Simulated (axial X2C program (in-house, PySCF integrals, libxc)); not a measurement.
# How long does BeHg take?

A bond scan computed with an in-house relativistic program for diatomic molecules. Basis: Hg dyall-cv3z [13s14p9d6f4g], Be dyall-cv3z [8s8p3d1f] (cores contracted in-house).

Input:
```json
{"zs": [80, 4], "q": 0, "bas": ["dyall-cv3z", "dyall-cv3z"], "levels": ["PBE0", "HF", "r2SCAN0"], "cc": true, "r0": 2.35, "thr": -2.0, "nmax": 90, "npts": 10, "nst": 2, "ntry": 6}
```
```bash
python so2c.py task.json out
```

Keys: zs atomic numbers; q charge; bas basis sets; levels methods; cc coupled cluster on or off; r0 starting distance in Å; thr threshold in hartree for freezing inner shells (an s shell follows its p shell); nmax most natural virtual spinors; npts points on the curve; nst determinants followed; ntry starts of the search. HF also brings MP2.

Hardware: 1 thread of Arm Neoverse V1, with other jobs on the host.

Wall time of one point of each curve, integrals apart:

| Hamiltonian | level | points | seconds a point |
| --- | --- | --- | --- |
| spin-free | PBE0 | 10 | 0.63 |
| spin-free | HF | 10 | 0.35 |
| spin-free | CCSD(T) (14 electrons, 90 virtuals) | 7 | 5.9 |
| spin-free | r2SCAN0 | 10 | 1.1 |
| 2c | PBE0 | 10 | 0.92 |
| 2c | HF | 10 | 0.71 |
| 2c | CCSD(T) (14 electrons, 90 virtuals) | 7 | 6.5 |
| 2c | r2SCAN0 | 10 | 1.4 |

The rest:

Search with its distance optimisation 42 s, atoms 11 s, whole task 220 s. Coupled cluster runs on the points near the minimum only. The program drops outer points, and coupled cluster, when its time limit (not in the input) nears; MP2, further determinants and curves that did not converge are not in the table.
